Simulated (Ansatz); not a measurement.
Isolated molecules relaxed with PBE0-D4/def2-TZVP in Ansatz; ΔE leaves out vibrations. CCSD(T)/CBS adds triple-zeta CCSD(T) − MP2 to the extrapolated MP2 energy (def2 sets, frozen cores). DFT in def2-TZVPP. Elements past krypton have def2 core potentials. For Ge, Zr outer-core shells are correlated without core-valence functions, which leaves a few kJ/mol of doubt a bond. Scalar relativity is left out up to krypton. One conformer a species, not always the lowest.

`[CH3][Zr]([NH2])([OH])[F]` + `F[CH]1[AlH][GeH2]1` → `[NH2][Zr]([OH])([F])[F]` + `C[CH]1[AlH][GeH2]1`  (redistribution)

```json
{"level": "r2SCAN", "ΔE (kJ/mol)": "-282.2"}
{"level": "MP2/def2-TZVPP", "ΔE (kJ/mol)": "-299.6"}
```

Task: What does CCSD(T)/CBS give? (Estimate.)

Result: Computed: -286.8 kJ/mol. The listed levels differ from it by 4.6, -12.8 kJ/mol.

Largest T1 diagnostic among the species: 0.017.

From PBE to PBE0 (25 % exact exchange), in def2-TZVPP and without D4, ΔE moves by −8.9 kJ/mol.
